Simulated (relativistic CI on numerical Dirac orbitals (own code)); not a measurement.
## One change at a time: Ho XLIII

Base calculation: Dirac-Coulomb-Breit CI, separate exchange-only KLI orbitals for each configuration, QED by a radiative potential, unscaled Slater integrals.

Configurations in the expansion (outside the closed core [Ne]): 3s²3p⁶3d⁷, 3s²3p⁵3d⁸, 3s²3p⁴3d⁹, 3s3p⁶3d⁸, 3p⁶3d⁹, 3s3p⁵3d⁹, 3s²3p⁶3d⁶4s, 3s²3p⁶3d⁶4p, 3s²3p⁴3d⁸4s, 3s²3p⁶3d⁶4d, 3s²3p⁴3d⁸4p, 3s²3p⁵3d⁷4s, 3s²3p⁶3d⁶4f, 3s²3p⁵3d⁷4p, 3s²3p⁶3d⁵4s², 3s3p⁶3d⁷4s. Levels of other configurations are missing.

Variants: (1) configuration mixing switched off. Shifts of the energy above 3s²3p⁶3d⁷ ⁴F9/2, in eV, for the lowest level and the first level of each name with at least 55 % of one term (blank where a level changes its place among those of its configuration and J or its character, or is not in the variant):

| Level | Base | Δ(1) |
| --- | --- | --- |
| 3s²3p⁶3d⁷ ⁴F9/2 | 0.000 | 0.000 |
| 3s²3p⁶3d⁷ ⁴F7/2 | 39.357 | -0.040 |
| 3s²3p⁶3d⁷ ⁴P5/2 | 49.702 | +0.366 |
| 3s²3p⁶3d⁷ ²H11/2 | 53.637 | -0.415 |
| 3s²3p⁶3d⁷ ²F5/2 | 63.824 | +0.699 |
| 3s²3p⁶3d⁷ ²D3/2 | 78.550 | +1.437 |
| 3s²3p⁶3d⁷ ⁴F5/2 | 85.732 | +0.400 |
| 3s²3p⁵3d⁸ ⁴G°11/2 | 336.848 | -0.353 |
| 3s²3p⁵3d⁸ ²D°5/2 | 347.481 | +0.458 |
| 3s²3p⁵3d⁸ ²F°7/2 | 348.312 | +0.455 |
| 3s²3p⁵3d⁸ ⁴F°9/2 | 354.914 | +0.326 |
| 3s²3p⁵3d⁸ ⁴G°9/2 | 384.673 | -0.187 |
| 3s²3p⁵3d⁸ ²H°11/2 | 405.291 | -0.149 |
| 3s²3p⁵3d⁸ ²G°7/2 | 407.012 | +0.381 |
| 3s²3p⁵3d⁸ ²F°5/2 | 431.280 | +1.827 |
| 3s²3p⁵3d⁸ ²H°9/2 | 598.152 | +0.072 |

At this charge energies of transitions that change n are usually good to better than 1 %, and those within a shell (Δn = 0) to a few per cent.

Ionisation energy from the two ground configurations alone: base 3359.47 eV. The NIST ASD value (theoretical) is 3359 eV.

LS names give the leading component of a level, which can be under half, so a name can repeat, a term be missing and a line seem to break the LS rules.
